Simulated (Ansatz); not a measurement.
Start from `NC[NH][InH2]` and change one atom or group to get `C#CNCN`.

Ansatz, PBE0-D4/def2-TZVP geometries, multiplicity 1. Each molecule was computed in one conformer, which needn't be the lowest. `NC[NH][InH2]` holds a close contact that its SMILES doesn't draw: In···N 2.43 Å.

Elements past krypton have def2 core potentials.

```
                                      property  `NC[NH][InH2]`
             LUMO energy (PBE/def2-TZVPP) / eV           -1.16
            HOMO energy (PBE0/def2-TZVPP) / eV           -6.21
size of the dipole moment (PBE/def2-TZVPP) / D            3.44
             HOMO energy (PBE/def2-TZVPP) / eV           -4.91
           HOMO–LUMO gap (PBE/def2-TZVPP) / eV            3.75
           LUMO energy (B3LYP/def2-TZVPP) / eV           -0.73
```

(1) What does the change do to each property? (Estimate.)

## Answers

(1) Ansatz gave: 
```json
{"property": "LUMO energy (PBE/def2-TZVPP) / eV", "`C#CNCN`": "-0.18", "shift": "0.98"}
{"property": "HOMO energy (PBE0/def2-TZVPP) / eV", "`C#CNCN`": "-6.30", "shift": "-0.09"}
{"property": "size of the dipole moment (PBE/def2-TZVPP) / D", "`C#CNCN`": "1.92", "shift": "-1.52"}
{"property": "HOMO energy (PBE/def2-TZVPP) / eV", "`C#CNCN`": "-5.07", "shift": "-0.16"}
{"property": "HOMO–LUMO gap (PBE/def2-TZVPP) / eV", "`C#CNCN`": "4.89", "shift": "1.14"}
{"property": "LUMO energy (B3LYP/def2-TZVPP) / eV", "`C#CNCN`": "0.33", "shift": "1.06"}
```

With PBE0 the HOMO falls by 0.09 eV and the LUMO rises by 1.15 eV, so the gap widens by about 1.24 eV. PBE moves the HOMO by -0.16 eV and ωB97M-V by 0.01 eV. Dipoles are sizes alone; their direction can turn.

Positive LUMOs are unbound, so they and the gaps depend on the basis.

B3LYP here is the variant with VWN-RPA as its local correlation; programs differ in this.
